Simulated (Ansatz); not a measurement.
Cost and result up the ladder for Cd₅CuS₄I₄ (14 atoms). The state is a doublet with charge 0. Geometry: PBE-D4/def2-SVP.

Cartesian coordinates in Å:
```
Cu -1.3458 -0.4621 1.6572
Cd 0.8361 1.9988 1.2820
Cd 1.2229 -1.6050 -0.5152
Cd -1.7831 -2.5318 -0.6174
Cd 1.0746 1.1055 -2.1316
Cd -1.9115 0.7466 -0.8395
S 0.8789 -0.5816 1.7541
S -3.2667 -0.9051 0.5214
S -0.3946 2.7027 -0.9940
S -0.5635 -0.9896 -2.3736
I -1.5465 1.8043 2.9845
I 3.1154 3.4295 1.4462
I 0.2354 -4.3992 -0.2575
I 3.4484 -0.3131 -1.9166
```

Ansatz on 2 threads of AMD EPYC 7R13 on a shared host and a share (18 GiB) of an NVIDIA H100 80GB HBM3. Times are rough, and most runs start from the orbitals of an earlier one. PBE0-D4/def2-TZVP serves as the yardstick here, not as an exact answer. Differences are given only for rows in sets of like size (and for xTB, whose basis is part of the method), since another set adds its own error. Binding counts from free atoms at the same level (Cu doublet, Cd singlet, S triplet, I doublet; other spins of the atoms weren't run), without zero-point energy or a counterpoise term.

In the def2 sets Cd, I take a core potential; there is no spin–orbit coupling. Correlated methods freeze 45 core orbitals; core or outer-core shells of Cd, I are correlated, in sets that lack core-valence functions. The rows differ in basis, and correlated rows in double-zeta sets carry the largest basis error. Single mean-field runs in def2-TZVP are fitted with def2-universal-jkfit. HOMO above LUMO, or a gap near zero within one spin, warns that the state may not be the lowest or that an electron is smeared out. No other spin state of charge 0 was run.

Correlated methods converge slowly with the basis, most of all in double-zeta sets.

```tsv
level	functions	wall time
PBE-D4/def2-SVP	362	8 s
PBE0-D4/def2-SVP	362	8.5 s
MP2/def2-SVP	362	11 s
PBE0-D4/def2-TZVP	593	12 s
PBE-D4/def2-TZVP (with forces)	593	13 s
revPBE-D4/def2-TZVP	593	13 s
BHLYP-D4/def2-TZVP	593	20 s
r2SCAN-D4/def2-TZVP (with forces)	593	24 s
PBE-QIDH/def2-TZVP	593	24 s
```

Q: Estimate what each level gives for the binding energy per atom (eV).

A: 
```tsv
level	binding energy per atom (eV)	difference from PBE0-D4/def2-TZVP (eV)	remarks
PBE-D4/def2-SVP	2.18	–	gap within one spin near zero
PBE0-D4/def2-SVP	2.14	–	–
MP2/def2-SVP	1.88	–	–
PBE0-D4/def2-TZVP	2.08	0.00	–
PBE-D4/def2-TZVP (with forces)	2.10	0.03	gap within one spin near zero
revPBE-D4/def2-TZVP	2.00	-0.08	gap within one spin near zero
BHLYP-D4/def2-TZVP	1.91	-0.16	–
r2SCAN-D4/def2-TZVP (with forces)	2.14	0.06	–
PBE-QIDH/def2-TZVP	2.03	-0.04	–
```
